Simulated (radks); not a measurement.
Values are calculated unless marked as measured or tabulated.
Numerical settings for the scandium ion Sc+, [Ar] 3d1 4s1. Code: a radial shooting solver on a logarithmic mesh with Libxc functionals. Model: Dirac Kohn-Sham, PBEsol, spin-unpolarised, spherical densities, point nucleus; open shells fill j = l - 1/2 first. The defaults (mesh step 0.008 in ln r, mesh end at 40 bohr or more with all orbitals vanishing there, Anderson mixing 0.5 over 9 steps, residual threshold near 1e-9 with the energy settled to 1e-9 hartree or 1e-11 of itself, here a cap of 62 iterations) give E = -762.8988 hartree and 4s1/2 at -9.719 eV in 14 iterations. Times are rough (one thread of a shared host). Changes against that run (0 stands for a change within the tolerance of the run):

| setting | iterations | converged | E (mhartree) | e(4s1/2) (meV) | CPU (s) |
|---|---|---|---|---|---|
| mesh step in ln r 0.003 | 14 | yes | 0 | 0 | 0.24 |
| mesh step in ln r 0.08 | 5 | no | diverged | - | 0.01 |
| mesh step in ln r 0.02 | 14 | yes | 0 | 0 | 0.05 |
| mesh end (bohr) 400 | 14 | yes | 0 | 0 | 0.1 |
| mesh end (bohr) 2 | 12 | level above zero | +7.12e+03 | +1.26e+05 | 0.08 |
| residual threshold 0.001 | 9 | yes | 0 | -0.0158 | 0.12 |
| residual threshold 0.01 | 9 | yes | 0 | -0.0158 | 0.07 |
| mixing 0.01 | 19 | yes | 0 | 0 | 0.13 |
| linear mixing, mixing 0.5 | 30 | yes | 0 | 0 | 0.16 |
| linear mixing, mixing 0.05 | 62 | no | +0.0684 | -180 | 0.37 |
| mixing history 3 | 17 | yes | 0 | 0 | 0.11 |
| iteration cap 8 | 8 | no | 0 | -0.0158 | 0.06 |

Settled on a wrong energy, with an occupied level pushed above zero by the early mesh end: mesh end (bohr) 2 (+7.12 hartree). Apart from these: no run marked as converged misses the energy by more than 1 mhartree. A mesh that ends early acts as a hard wall.
